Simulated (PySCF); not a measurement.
HO (SMILES [OH-]), charge -1, singlet, at a GFN2-xTB geometry (in this run its highest filled SCF level lies above zero, so its values depend strongly on the basis, on diffuse functions most of all). Base run: PySCF with M062X/def2-TZVP.

Input for PySCF:
```python
from pyscf import gto, scf, dft

mol = gto.M(
    atom='''
O    -0.000000   -0.000000   -0.108754
H     0.000000    0.000000    0.870031
''',
    basis='def2-tzvp',
    charge=-1,
    spin=0,
    verbose=4,
)

mf = dft.RKS(mol)
mf.xc = 'm062x'
mf.kernel()
```

The base run was repeated with changes; each row names its change, and settings that it needs were set with it.

```json
[
 {"change": "base", "E (Eh)": "-75.77540", "HOMO (eV)": "0.31", "HOMO-LUMO gap (eV)": "8.69"},
 {"change": "functional = wb97x", "E (Eh)": "[?]", "HOMO (eV)": "[?]", "HOMO-LUMO gap (eV)": "[?]"},
 {"change": "functional = b97m_v", "E (Eh)": "-75.77399", "HOMO (eV)": "3.57", "HOMO-LUMO gap (eV)": "4.26"},
 {"change": "functional = wb97m_v", "E (Eh)": "-75.77928", "HOMO (eV)": "-0.35", "HOMO-LUMO gap (eV)": "10.24"},
 {"change": "functional = mn15", "E (Eh)": "-75.72839", "HOMO (eV)": "1.23", "HOMO-LUMO gap (eV)": "8.03"},
 {"change": "functional = mn12l", "E (Eh)": "-75.72240", "HOMO (eV)": "3.30", "HOMO-LUMO gap (eV)": "4.51"},
 {"change": "functional = m06", "E (Eh)": "-75.76687", "HOMO (eV)": "2.20", "HOMO-LUMO gap (eV)": "5.97"},
 {"change": "functional = camb3lyp", "E (Eh)": "-75.78478", "HOMO (eV)": "0.62", "HOMO-LUMO gap (eV)": "8.48"},
 {"change": "functional = b97-1", "E (Eh)": "-75.78002", "HOMO (eV)": "2.52", "HOMO-LUMO gap (eV)": "5.76"},
 {"change": "functional = pw6b95", "E (Eh)": "-75.88472", "HOMO (eV)": "2.06", "HOMO-LUMO gap (eV)": "6.27"},
 {"change": "functional = bp86", "E (Eh)": "-75.81280", "HOMO (eV)": "3.74", "HOMO-LUMO gap (eV)": "3.82"},
 {"change": "functional = o3lyp", "E (Eh)": "-75.77743", "HOMO (eV)": "3.22", "HOMO-LUMO gap (eV)": "4.59"},
 {"change": "functional = tpssh", "E (Eh)": "-75.80070", "HOMO (eV)": "3.09", "HOMO-LUMO gap (eV)": "4.99"}
]
```

Q: Complete the blanks.

A: 
- functional = wb97x, E (Eh): -75.78573
- functional = wb97x, HOMO (eV): -0.45
- functional = wb97x, HOMO-LUMO gap (eV): 10.81

Totals shift with the method and basis; they matter in differences.
